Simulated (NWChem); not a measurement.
# C$_{2}$H$_{5}$FOSi$_{2}$; SMILES FC=C1[SiH2]O[SiH2]1

```xyz
11

F      0.1450    -2.7727     0.0000
C     -0.7298    -1.7437     0.0000
C     -0.3342    -0.4791     0.0000
Si    -1.1052     1.2325     0.0000
O      0.4591     1.8826     0.0000
Si     1.3189     0.4183     0.0000
H     -1.7520    -2.1176     0.0000
H     -1.8826     1.6117    -1.2093
H     -1.8826     1.6117     1.2093
H      2.1639     0.2513     1.2106
H      2.1639     0.2513    -1.2106
```
Atoms are numbered in this order, from 1.

All runs: NWChem. Pople sets run with spherical d functions. Coordinates come from a B3LYP/6-31G* (spherical d) optimisation. Static field.

```csv
level,basis functions,isotropic polarisability (bohr³),anisotropy (bohr³)
PBE0/6-31G*,102,63.7,24.8
PBE0/6-31+G*,126,___,21.9
PBE0/def2-SVP,117,67.3,22.2
PBE0/def2-SVPD,174,77.3,24.9
```

Problem. Complete the blanks.

Solution. 
- PBE0/6-31+G*, isotropic polarisability (bohr³): 71.8
